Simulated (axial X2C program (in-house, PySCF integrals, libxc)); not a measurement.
Outer orbitals of SrCo at 2.925 Å, BHandHLYP

Computed with an in-house relativistic program for diatomic molecules. Spin-free means the one-electron spin-free X2C Hamiltonian; two-component (2c) means X2C with spin–orbit coupling and atomic mean-field two-electron Coulomb and Gaunt terms, so the difference of the two also holds small scalar two-electron terms. Basis: Sr dyall-cv3z [13s12p8d5f1g], Co dyall-cv3z [9s10p6d3f2g] (cores contracted in-house); Gaussian nuclei, density fitting, unrestricted open shells. Masses: Sr 87.906 u, Co 58.933 u.

The distance is close to the 2c PBE0 minimum; the highest filled and lowest empty levels are listed.

Spin-free orbitals, state M_S = 3/2, Λ = 2 (beyond evenly filled blocks: 2 × σα, δ+α, δ+β, δ-α) (Löwdin shares):

| symmetry | occupied | ε (eV) | atomic character |
| --- | --- | --- | --- |
| π-α | yes | -26.66 | 100% Sr p |
| π+α | yes | -26.66 | 100% Sr p |
| π-β | yes | -26.63 | 100% Sr p |
| π+β | yes | -26.63 | 100% Sr p |
| σα | yes | -26.59 | 98% Sr p |
| σβ | yes | -26.51 | 98% Sr p |
| σα | yes | -9.22 | 98% Co d |
| δ+α | yes | -8.55 | 100% Co d |
| δ-α | yes | -8.55 | 100% Co d |
| π+α | yes | -8.05 | 98% Co d |
| π-α | yes | -8.05 | 98% Co d |
| π+β | yes | -6.69 | 97% Co d |
| δ+β | yes | -6.23 | 100% Co d |
| π-β | yes | -6.19 | 96% Co d, 2% Sr d |
| σα | yes | -5.88 | 54% Co s, 37% Sr s, 4% Sr p |
| σβ | yes | -5.41 | 45% Co s, 40% Sr s, 6% Sr p |
| σα | yes | -4.03 | 37% Sr s, 34% Sr p, 13% Co s |
| σβ | no | -1.45 | 37% Sr p, 33% Sr s, 13% Co p |
| π-α | no | -0.61 | 84% Sr p, 15% Co p |
| π+α | no | -0.61 | 84% Sr p, 15% Co p |
| π+β | no | -0.48 | 74% Sr p, 24% Co p |

Spinors with spin–orbit coupling (state Ω = 7/2):

```tsv
ω	occupied	ε (eV)	atomic character	λ mixture
1/2	yes	-27.40	99% Sr p	68% π, 32% σ
-1/2	yes	-27.39	100% Sr p	72% π, 28% σ
3/2	yes	-26.25	100% Sr p	100% π
-3/2	yes	-26.22	100% Sr p	100% π
1/2	yes	-26.19	99% Sr p	68% σ, 32% π
-1/2	yes	-26.15	99% Sr p	72% σ, 28% π
1/2	yes	-9.21	98% Co d	100% σ
-3/2	yes	-8.62	100% Co d	100% δ
5/2	yes	-8.47	100% Co d	100% δ
-1/2	yes	-8.09	98% Co d	100% π
3/2	yes	-8.01	98% Co d	100% π
1/2	yes	-6.73	97% Co d	100% π
3/2	yes	-6.30	100% Co d	100% δ
-3/2	yes	-6.15	96% Co d, 2% Sr d	100% π
1/2	yes	-5.88	54% Co s, 37% Sr s, 4% Sr p	100% σ
-1/2	yes	-5.41	45% Co s, 40% Sr s, 6% Sr p	100% σ
1/2	yes	-4.03	37% Sr s, 34% Sr p, 13% Co s	100% σ
-1/2	no	-1.45	37% Sr p, 33% Sr s, 13% Co p	100% σ
-1/2	no	-0.62	84% Sr p, 15% Co p	100% π
3/2	no	-0.59	84% Sr p, 15% Co p	100% π
1/2	no	-0.49	74% Sr p, 24% Co p	100% π
```

Mulliken charges and populations of the two-component result (they depend on the basis, above all on diffuse functions):

Sr 0.36 e (s 9.26 p 18.23 d 10.14 f 0.01), Co -0.36 e (s 7.39 p 12.06 d 7.91). ⟨Lz⟩ = 2.00 ħ and ⟨Sz⟩ = 1.50 ħ (0.30 and 1.20 on the two atoms), which add up to Ω.

Occupations by symmetry block were frozen at the best pattern of an incomplete PBE0 search. Density functionals use the spin component along the axis (collinear). PBE0 can misorder states that lie within some tenths of an eV, so this need not be the ground state of the molecule. The nearest other spin-free determinant of the search, M_S = 1/2, Λ = 2, lies 0.12 eV up at the distance of the search. Without a current term, density functionals place determinants with orbital angular momentum somewhat too high. With several unpaired electrons one determinant need not be a pure state. A state of lower Ω lies just above, and one determinant can place such states too high, so the state shown need not be the lowest. The search has Ω = 1/2 only 0.11 eV up.
